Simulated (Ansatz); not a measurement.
Consider the atomization: `CC[Si]Cl` → 2 C• + Cl• + 5 H• + Si•.

Computed with Ansatz on PBE0-D4/def2-TZVP structures; ΔE is electronic, products minus reactants. CBS: MP2 limit from def2 TZ/QZ plus the TZ coupled-cluster correction, frozen cores. This one scheme is used for every species, atoms too. DFT in def2-TZVPP. B3LYP here is the variant with VWN-RPA as its local correlation; programs differ in this. No spin–orbit coupling; open shells (•) take unrestricted orbitals. Spin–orbit coupling would lower the free atoms: a little for C, Cl, Si. One conformer a species, not always the lowest.

`CC[Si]Cl`:

Z-matrix (Å, degrees):
```
C
C 1 1.519
H 1 1.093 2 111.6
H 1 1.092 2 111.2 3 -120.5
H 1 1.092 2 111.2 3 120.5
Si 2 1.893 1 123.2 3 180.0
H 2 1.103 1 111.3 3 -57.1
H 2 1.103 1 111.3 3 57.0
Cl 6 2.091 2 101.5 1 -0.1
```

```csv
level,ΔE (kcal/mol),difference from CCSD(T)/CBS
revPBE-D4,775.1,-2.9
r2SCAN-D4,779.1,1.1
B3LYP-D4,777.3,-0.7
r2SCAN0-D4,771.1,-6.9
BHLYP-D4,760.0,-18.0
ωB97X-V,779.7,1.7
ωB97M-V,783.2,5.2
revPBE,760.6,-17.4
r2SCAN,778.0,0.0
B3LYP,769.5,-8.5
r2SCAN0,769.7,-8.3
LC-ωPBE,771.3,-6.7
MP2/def2-TZVPP,767.0,-11.0
CCSD/def2-TZVPP,747.6,-30.4
HF/CBS(def2),582.4,-195.6
MP2/CBS(def2),786.6,8.6
CCSD(T)/CBS,778.0,0
```

Largest T1 diagnostic among the species: 0.012.

From BLYP to BHLYP (50 % exact exchange), in def2-TZVPP and without D4, ΔE moves by −9.3 kcal/mol: exact exchange takes away binding that semilocal exchange gives to molecules. Leaving LDA and LC-ωPBE aside and taking each functional with its dispersion term where it has one, the values, not all of them listed here, spread over 31.3 kcal/mol, from BHLYP-D4 to PBE-D4. LDA lies +95.3 kcal/mol from PBE without D4, its usual overbinding. In def2-TZVPP, CCSD(T) changes the Hartree–Fock value by +176.9 kcal/mol (the triples alone add +10.8 kcal/mol) and MP2 by +185.5 kcal/mol; breaking electron pairs costs correlation energy, which Hartree–Fock lacks.

For atomizations the MP2-based limit and the directly extrapolated one differ by several kJ/mol either way, and by 10 to 25 for some Ge, Se and Sn compounds, so smaller differences from it don't rank the levels.
